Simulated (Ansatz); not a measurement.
The first iterations of a band of Cl$_{3}$HSn (5 atoms, charge 0, multiplicity 1).

Theory: Ansatz, UKS PBE-D4/def2-SVP.

```json
{
  "movable images": "7",
  "climbing image": "yes",
  "spring": "5.0 eV/Å²",
  "optimiser": "quadratic models (default)",
  "start path": "through a guess of the saddle point",
  "force threshold": "0.05 eV/Å",
  "iteration limit": "60",
  "end points": "relaxed"
}
```

Image 0:

```xyz
5
Properties=species:S:1:pos:R:3
Sn 0.620 1.233 0.314
Cl 1.230 -0.740 -1.152
H -0.740 -0.638 -1.050
Cl -1.856 -0.003 -0.574
Cl 0.746 0.147 2.461
```

Image 8:

```xyz
5
Properties=species:S:1:pos:R:3
Sn 0.366 1.319 0.381
Cl 1.051 -0.922 -1.354
H -0.292 -0.791 -1.163
Cl -1.797 0.231 -0.335
Cl 0.673 0.163 2.471
```

| iteration | highest image above the first end (eV) | largest band force component (eV/Å) |
| --- | --- | --- |
| 1 | 0.384 | 1.145 |
| 2 | 0.119 | 0.693 |
| 3 | 0.176 | 0.887 |

Problem. Does the band converge within its limit, and where does its top end?

Solution. It converged. It ended after 10 iterations with the highest image 0.031 eV above the first end. A vibrational analysis at the climbing image gives one clearly imaginary mode, 154i cm⁻¹: a first-order saddle point. The orbitals stay closed-shell, which can raise the energy where a bond breaks towards radicals; this wasn't checked here.

Run time: 2.4 min on 2 threads of Arm Neoverse V2, with other jobs on the host, peak memory 0.16 GiB.
